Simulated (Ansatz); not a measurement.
Reaction (formal exchange of groups at the Al–Si bond): `C[BH][AlH][SiH2]C` + `[AlH3]` → `C[BH][AlH][AlH2]` + `C[SiH3]`

Isolated molecules relaxed with PBE0-D4/def2-TZVP in Ansatz; ΔE leaves out vibrations. CBS: MP2 limit from def2 TZ/QZ plus the TZ coupled-cluster correction, frozen cores. This one scheme is used for every species. DFT in def2-TZVPP. One conformer a species, not always the lowest.

```tsv
species	r2SCAN energy (Eh)
`C[BH][AlH][SiH2]C`	-638.88885
`[AlH3]`	-244.16791
`C[BH][AlH][AlH2]`	-551.88736
`C[SiH3]`	-331.17338
```

Q: Work out ΔE.

A: ΔE = (-551.88736) + (-331.17338) − (-638.88885) − (-244.16791) = -0.00398 Eh = -10.4 kJ/mol. CCSD(T)/CBS gives -8.5 kJ/mol.

Largest T1 diagnostic among the species: 0.013.

In def2-TZVPP, CCSD(T) changes the Hartree–Fock value by +4.6 kJ/mol (the triples alone add +1.0 kJ/mol) and MP2 by +8.5 kJ/mol. The D4 term adds +4.7 kJ/mol with B3LYP and +2.9 kJ/mol with PBE0; it sums over pairs of atoms, weighted by their polarisabilities, and B3LYP, whose exchange is more repulsive, gets the larger term.

B3LYP here is the variant with VWN-RPA as its local correlation; programs differ in this.
